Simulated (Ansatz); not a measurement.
Reaction (ligand exchange at the Sn–Cl bond): `[F][Sn]([F])([F])[Cl]` + HBr → `[F][Sn]([F])([F])[Br]` + HCl

Program: Ansatz. Geometries: PBE0-D4/def2-TZVP. ΔE: electronic, gas phase. CBS: MP2 limit from def2 TZ/QZ plus the TZ coupled-cluster correction, frozen cores. This one scheme is used for every species. DFT in def2-TZVPP. B3LYP here is the variant with VWN-RPA as its local correlation; programs differ in this. HSE06 is defined as in plane-wave codes. Elements past krypton have def2 core potentials. For Br, Sn outer-core shells are correlated without core-valence functions, which leaves a few kJ/mol of doubt a bond. Scalar relativity is left out up to krypton.

```tsv
level	ΔE (kcal/mol)	difference from CCSD(T)/CBS
PBE-D4	-4.2	0.3
BLYP-D4	-4.0	0.5
B3LYP-D4	-4.2	0.3
HSE06-D4	-4.3	0.2
PBE-QIDH	-4.2	0.3
PBE	-4.1	0.4
revPBE	-4.0	0.5
r2SCANh	-4.1	0.4
r2SCAN0	-4.2	0.3
BHLYP	-3.9	0.6
RPA@PBE/def2-TZVPP	-3.4	1.1
HF/def2-SVP	-3.0	1.5
MP2/def2-SVP	-3.5	1.0
MP2/def2-TZVPP	-4.1	0.4
SCS-MP2/def2-TZVPP	-3.8	0.7
HF/CBS(def2)	-3.6	0.9
CCSD(T)/CBS	-4.5	0
```

Largest T1 diagnostic among the species: 0.014.

Leaving LDA and LC-ωPBE aside and taking each functional with its dispersion term where it has one, the values, not all of them listed here, spread over 1.4 kcal/mol, from BHLYP-D4 to B97M-V. At CCSD(T), def2-SVP lies +1.3 kcal/mol from the extrapolated value and def2-TZVPP +0.8 kcal/mol.
